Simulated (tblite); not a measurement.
Species: C7H9O (doublet state).
Z-matrix (Å and degrees, GFN2-xTB geometry), rows numbered from 1:
```
C 
C   1  1.3191
C   2  1.4947  1  124.12
C   3  1.5421  2  111.69  1   115.64
C   4  1.4871  3  113.09  2    55.03
C   5  1.3049  4  113.87  3  -114.57
C   6  1.5177  5  106.61  4    -0.83
O   7  1.4239  6  105.77  5    -4.83
H   1  1.0769  2  122.05  3  -179.42
H   1  1.0777  2  121.62  3     0.84
H   2  1.0828  1  120.59  3   178.74
H   3  1.0904  2  110.07  1    -4.56
H   3  1.0928  2  110.02  1  -124.86
H   4  1.0989  3  108.89  2  -179.62
H   6  1.0707  5  130.84  4   179.00
H   7  1.0992  6  111.17  5   114.83
H   7  1.0962  6  111.56  5  -122.85
```

All values are computed: GFN2-xTB (tblite) harmonic vibrations without scaling, gas phase. Errors from tens to a few hundred cm⁻¹ against measured bands are possible. One conformer, not necessarily the lowest. Open shells enter through the occupations alone, without spin polarisation, and single modes of such species can be off by tens of per cent.

Harmonic wavenumbers (cm⁻¹): 54.3, 69.6, 97.0, 207.6, 266.7, 367.1, 409.4, 513.4, 656.8, 710.8, 730.0, 780.7, 854.5, 878.1, 899.2, 910.3, 935.2, 975.7, 980.7, 1025.4, 1033.5, 1080.3, 1102.8, 1132.2, 1137.7, 1193.4, 1222.7, 1246.2, 1264.0, 1283.3, 1321.3, 1412.5, 1450.1, 1453.3, 1706.6, 1720.9, 2857.6, 2867.2, 2907.4, 2962.9, 3000.6, 3053.2, 3099.5, 3124.8, 3172.0.

A = 3619, B = 1641, C = 1532 MHz; mass 109.065 u (most abundant isotopes); point group C1, symmetry number 1; spin multiplicity 2.

Task: What is the zero-point energy?

Result: Half the sum of the wavenumbers: 30064 cm⁻¹ = 85.96 kcal/mol.

Task: What is S at 200 K and 1 bar for an ideal gas of classical rigid rotors and harmonic oscillators?

Result: Translation 38.02, rotation 26.77, vibration 14.05, spin (R ln 2) 1.38: S = 80.2 cal/(mol K).

Task: And Cp and H(200 K) − H(0)?

Result: Cp = 22.28 cal/(mol K), of which vibrations give 14.33 (their classical limit is 45 R = 89.4); H(200 K) − H(0) = 3.07 kcal/mol without the zero-point energy, 1.48 from vibrations.

Task: How do the functions run with temperature in this model?

Result: 
```
T (K)  S (cal/(mol K))  Cp (cal/(mol K))  H − H(0) (kcal/mol)  G − H(0) (kcal/mol)  ln q(vib)
  100             67.5              15.6                 1.19                -5.56       1.44
  300             90.9              31.5                 5.74               -21.54       5.21
  500            111.4              49.3                13.90               -41.79       9.10
  800            138.5              66.0                31.44               -79.40      15.10
 1000            154.1              73.1                45.39              -108.69      18.96
```

q(vib) and H(0) count from the zero-point level.

Task: Blend soft modes into free rotors: weight 1/[1 + (100 cm⁻¹/ν̃)⁴] for the oscillator and the rest for a rotor with moment μB/(μ + B), μ = h/(8π²ν), B = 10⁻⁴⁴ kg m². What vibrational entropy results?

Result: 12.75 cal/(mol K) in place of 14.05, which changes −T·S at 200 K by +0.26 kcal/mol.

Task: Which modes carry the vibrational entropy at 200 K?

Result: 54.3 cm⁻¹: 3.87; 69.6 cm⁻¹: 3.38; 97.0 cm⁻¹: 2.74; 207.6 cm⁻¹: 1.37; 266.7 cm⁻¹: 0.97; 367.1 cm⁻¹: 0.55 cal/(mol K); the other 39 give 1.17 together.

Hindered rotation and anharmonicity are outside this model. Other conformers, if any are populated, would add a mixing term that is left out. The structure is chiral; the term R ln 2 for an equal mix with its mirror image is left out.

The run took 0.56 s of wall time on Arm Neoverse V1, one thread, no GPU (shared host). This covers the Hessian and the dipole derivatives.
